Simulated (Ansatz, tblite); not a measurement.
Cost and result up the ladder for Al₂S₃ (5 atoms). The state is a singlet with charge 0. Geometry: PBE-D4/def2-SVP.

```xyz
5

Al   -1.320    0.962   -0.037
Al    1.515   -0.571   -0.213
S    -3.157    0.603    0.723
S     0.675    1.347   -0.859
S     2.286   -2.340    0.385
```

Ansatz on 4 threads of Arm Neoverse V1 on a shared host; xTB runs through tblite on one thread. Times are rough, summed over both states, and most runs start from the orbitals of an earlier one. PBE0-D4/def2-TZVP serves as the yardstick here, not as an exact answer. The other state is a triplet at its own geometry, which has other bonds, so the gap mixes isomer and spin.

The xTB rows come from tblite. LC-ωPBE has ω = 0.4 bohr⁻¹. Correlated methods freeze 25 core orbitals. In CCSD on the charge 0 triplet the largest single amplitude is 0.42, so its Hartree–Fock determinant may place the open shell otherwise than the density functionals do. The structure comes from a short search, and lower isomers may exist.

Run but left out: HF/STO-3G, HF/def2-TZVP, HF/def2-TZVPP, MP2/def2-TZVP, MP2/def2-TZVPP (triplet: a determinant that CCSD turns far, T1 0.065).

Correlated methods converge slowly with the basis.

xTB has no spin-polarisation term.

```json
{"level": "GFN1-xTB", "functions": "45", "wall time": "0.013 s", "triplet − singlet (eV)": "2.92", "difference from PBE0-D4/def2-TZVP (eV)": "1.49", "remarks": "–"}
{"level": "GFN2-xTB", "functions": "45", "wall time": "0.016 s", "triplet − singlet (eV)": "1.14", "difference from PBE0-D4/def2-TZVP (eV)": "-0.29", "remarks": "–"}
{"level": "PBE-D4/def2-TZVP (with forces)", "functions": "185", "wall time": "8.2 s", "triplet − singlet (eV)": "1.23", "difference from PBE0-D4/def2-TZVP (eV)": "-0.21", "remarks": "–"}
{"level": "LC-ωPBE/def2-TZVP", "functions": "185", "wall time": "15 s", "triplet − singlet (eV)": "1.63", "difference from PBE0-D4/def2-TZVP (eV)": "0.20", "remarks": "–"}
{"level": "PBE0-D4/def2-TZVP", "functions": "185", "wall time": "15 s", "triplet − singlet (eV)": "1.43", "difference from PBE0-D4/def2-TZVP (eV)": "0.00", "remarks": "–"}
{"level": "r2SCAN-D4/def2-TZVP", "functions": "185", "wall time": "22 s", "triplet − singlet (eV)": "1.22", "difference from PBE0-D4/def2-TZVP (eV)": "-0.21", "remarks": "–"}
{"level": "CCSD(T)/def2-TZVPP", "functions": "210", "wall time": "92 s", "triplet − singlet (eV)": "1.84", "difference from PBE0-D4/def2-TZVP (eV)": "0.40", "remarks": "large T1 (0.065) (triplet)"}
```
